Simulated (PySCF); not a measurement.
H₂MgSSe (SMILES [SH][Mg][SeH]), singlet, at a GFN2-xTB geometry (such geometries of metal compounds can be far from the true shape). Base run: PBE0/6-31G in PySCF.

The PySCF input:
```python
from pyscf import gto, scf, dft, solvent

mol = gto.Mole()
mol.atom = '''
    Mg   -0.292111    0.021580   -0.890622
    S     0.778836    1.615748   -2.169759
    H     0.289756    1.296497   -3.359348
    Se   -0.232090   -0.757475    1.393344
    H    -1.354733   -1.653274    1.389272
'''
mol.basis = '6-31g'
mol.charge = 0
mol.spin = 0
mol.verbose = 4
mol.build()

mf = dft.RKS(mol)
mf.xc = 'pbe0'
mf.kernel()
```

The base run was repeated with changes; each row names its change, and settings that it needs were set with it.

```csv
change,ΔE vs base (kcal/mol),dipole (D),HOMO-LUMO gap (eV)
base,0.000,5.30,4.26
model = IEF-PCM; solvent = dichloromethane; lebedev_order = 41,-18.32,7.44,5.35
model = IEF-PCM; solvent = dichloromethane; vdw_scale = 1.4,-10.24,6.74,4.97
model = IEF-PCM; solvent = dichloromethane; vdw_scale = 1.0,…,…,…
model = ddCOSMO; solvent = dichloromethane,-32.74,8.01,5.87
model = IEF-PCM; solvent = n-hexane,-6.99,6.13,4.66
model = IEF-PCM; solvent = methanol,-21.53,7.79,5.54
model = IEF-PCM; solvent = dichloromethane,-18.28,7.43,5.34
model = IEF-PCM; solvent = dichloromethane; r_probe = 0.5,…,…,…
model = IEF-PCM; solvent = acetonitrile,-21.64,7.80,5.55
model = SS(V)PE; solvent = dichloromethane,-18.10,7.41,5.34
model = COSMO; solvent = dichloromethane,…,7.43,5.34
```

Problem. Fill in the missing entries.

Solution. 
- model = IEF-PCM; solvent = dichloromethane; vdw_scale = 1.0, ΔE vs base (kcal/mol): -35.21
- model = IEF-PCM; solvent = dichloromethane; vdw_scale = 1.0, dipole (D): 8.42
- model = IEF-PCM; solvent = dichloromethane; vdw_scale = 1.0, HOMO-LUMO gap (eV): 5.88
- model = IEF-PCM; solvent = dichloromethane; r_probe = 0.5, ΔE vs base (kcal/mol): -8.18
- model = IEF-PCM; solvent = dichloromethane; r_probe = 0.5, dipole (D): 6.52
- model = IEF-PCM; solvent = dichloromethane; r_probe = 0.5, HOMO-LUMO gap (eV): 4.86
- model = COSMO; solvent = dichloromethane, ΔE vs base (kcal/mol): -18.17

The base is the gas phase, so ΔE is the electrostatic part of solvation at a fixed geometry, without cavity and dispersion terms.
